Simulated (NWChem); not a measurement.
System: BiClF2; SMILES [F][Bi]([F])[Cl]

NWChem input:

```
start job
memory heap 200 mb stack 900 mb global 1100 mb
geometry units angstroms noautoz
  Bi     0.202750     0.259320     0.000000
  F     -1.085164     0.703403    -1.493085
  F     -1.085164     0.703403     1.493085
  Cl    -0.113314    -2.169000     0.000000
end
basis spherical
  * library def2-svpd
end
ecp
  Bi library def2-ecp
end
dft
  xc xcamb88 1.00 lyp 0.81 vwn_5 0.19 hfexch 1.00
  cam 0.33 cam_alpha 0.19 cam_beta 0.46
  iterations 150
end
tddft
  cis
  nroots 6
  notriplet
end
task tddft energy
```

All runs use the structure optimised with PBE0/def2-SVP. No frequency run checked for a minimum. def2 effective core potentials on Bi; no spin-orbit coupling.

Vertical excitations in the gas phase.

Task: Give the results of this calculation. (CAM-B3LYP/def2-SVPD with def2 effective core potentials on Bi, TDA.) Quantities: lowest excitation, singlet (eV); lowest state with f > 0.02, singlet (eV); oscillator strength of that bright state; orbital gap (eV).

Result: 
```
Property                                  Result
----------------------------------------  ------
lowest excitation, singlet (eV)             5.95
lowest state with f > 0.02, singlet (eV)    6.24
oscillator strength of that bright state   0.020
orbital gap (eV)                            9.38
```
